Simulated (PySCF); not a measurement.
# Working out the ionisation energy of Co

Co [Ar] 3d7 4s2 (4F) → Co+ [Ar] 3d8 (3F). All numbers are calculated (PySCF 2.14, no relativity, point nucleus, in cc-pVTZ (7s6p4d2f1g, 68 functions)). Frozen: [Ar]. Energies in hartree (1 hartree = 27.21139 eV):

```tsv
part	Co (lower)	Co+ (upper)
UHF	-1381.425137	-1381.136659
MP2 opposite-spin	-0.149708	-0.175388
MP2 same-spin	-0.096429	-0.105873
```

Problem. What does Hartree-Fock give?

Solution. (-1381.136659) − (-1381.425137) = 0.288478 hartree = 7.850 eV.

Problem. What do MP2 and SCS-MP2 (6/5 opposite-spin, 1/3 same-spin) give?

Solution. The opposite-spin parts differ by -0.699 eV and the same-spin parts by -0.257 eV. MP2: 7.850 + (-0.699) + (-0.257) = 6.894 eV. SCS-MP2: 7.850 + 1.2 × (-0.699) + (-0.257)/3 = 6.926 eV.

Measured between the centres of the two terms (NIST): 7.869 eV, so MP2 (valence) is off by -0.975 eV.

The calculation is non-relativistic.

What remains against the reference includes basis incompleteness, the frozen core and correlation beyond second order.
